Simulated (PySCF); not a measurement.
# Effect of structural changes

Theory: TDDFT B3LYP/def2-SVPD circular dichroism and optical rotation, one conformer, gas phase (PySCF). Geometry: GFN2-xTB.

Each molecule in one low-energy conformer. The parent is CC1=CC[C@@H](C)[Si@H]1O.

The molecule is flexible and this is one conformer; a measurement averages over conformers.

Task: How does the specific rotation at 589.3 nm (origin-invariant length gauge) change along this series?
- CC1=CC[C@@H](C)[Si@H]1O (base)
- CC1=CC[C@@H](C)[Si@@H]1O (diastereomer)

Result: 
```
                molecule  [α]589 (deg dm⁻¹ (g/mL)⁻¹)  S1 (eV)  R(S1), velocity form (10⁻⁴⁰ esu² cm²)
 CC1=CC[C@@H](C)[Si@H]1O                       +36.6     5.80                                  +13.2
CC1=CC[C@@H](C)[Si@@H]1O                       -18.4     5.73                                   -2.0
```
The specific rotation at 589.3 nm (origin-invariant length gauge) is lowest for CC1=CC[C@@H](C)[Si@@H]1O and highest for CC1=CC[C@@H](C)[Si@H]1O.
